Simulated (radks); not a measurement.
Problem. Ti2+, configuration [Ar] 3d1.5 4p0.5 (fractional occupations, a model configuration). Calculated with a radial shooting solver on a logarithmic mesh with Libxc functionals: non-relativistic Kohn-Sham, PBE, spin-polarised, spherical densities, point nucleus; open shells are filled with parallel spins first. Some entries of the table are withheld. Estimate them.

orbital  occ.  eigenvalue (hartree)  <r> (bohr)  <r^2> (bohr^2)
1s up       1             -178.4687     0.07017        0.006608
1s down     1             -178.4684     0.07017        0.006608
2s up       1             -20.25214      0.3277          0.1269
2s down     1             -20.23346      0.3275          0.1267
2p up       3             -17.03497         (1)          0.1044
2p down     3             -17.02037         (2)          0.1042
3s up       1              -3.01138       1.008           1.169
3s down     1              -2.95264       1.008           1.169
3p up       3              -2.15997       1.074           1.354
3p down     3              -2.10136       1.075           1.356
3d up     1.5              -0.86231       1.350           2.300
3d down     0              -0.80424       1.353           2.309
4p up     0.5              -0.51245       3.342           12.65

Solution. 
(1) 2p up <r> (bohr): 0.2910
(2) 2p down <r> (bohr): 0.2907
